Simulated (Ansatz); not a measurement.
`C[Si](C)(S)Cl` → `[SH]`• + `C[Si](C)Cl`• at 298.15 K and 1 bar (homolysis of the S–Si bond).

Computed with Ansatz on PBE0-D4/def2-TZVP structures; ΔE is electronic, products minus reactants. CBS: MP2 limit from def2 TZ/QZ plus the TZ coupled-cluster correction, frozen cores. This one scheme is used for every species. No spin–orbit coupling; open shells (•) take unrestricted orbitals. Each species was taken in one conformer, which may not be the lowest.

```csv
species,CCSD(T)/CBS energy (Eh),H − E (kJ/mol),S (J/(mol·K))
`C[Si](C)(S)Cl`,-1227.07199,249.9,378.2
`[SH]`•,-398.31908,24.9,197.9
`C[Si](C)Cl`•,-828.59886,216.3,340.7
```

H − E and S are ideal-gas, rigid-rotor, harmonic terms from PBE0-D4/def2-TZVP, for one conformer and one mirror image of each species, with the whole ground term of open shells counted as degenerate. 1 Eh = 2625.50 kJ/mol, R = 8.31446 J/(mol·K).

Q: By hand: ΔE, ΔH, ΔS and ΔG.

A: ΔE = (-398.31908) + (-828.59886) − (-1227.07199) = 0.15405 Eh = 404.5 kJ/mol. Δ(H − E) = 24.9 + 216.3 − 249.9 = -8.7, so ΔH = 395.8 kJ/mol. ΔS = 197.9 + 340.7 − 378.2 = 160.4 J/(mol·K). ΔG = 395.8 − 298.15 × (160.4)/1000 = 348.0 kJ/mol.

Q: By hand: the equilibrium constant, and the temperature at which ΔG would vanish if ΔH and ΔS stayed fixed.

A: log₁₀ K = −ΔG/(RT ln 10) = -61.0. ΔG = 0 at ΔH/ΔS = 2468 K.

The number of gas molecules changes by +1, which sets the sign of ΔS. A doubt of 5 kJ/mol in ΔE shifts log₁₀ K by 0.9 here. Other conformers and mirror images would add mixing entropy, several J/(mol·K) or more a flexible species. These are equilibria of isolated gas molecules and say nothing of rates. Largest T1 diagnostic: 0.011 (customary marks: 0.02 for closed shells, 0.045 for open ones).
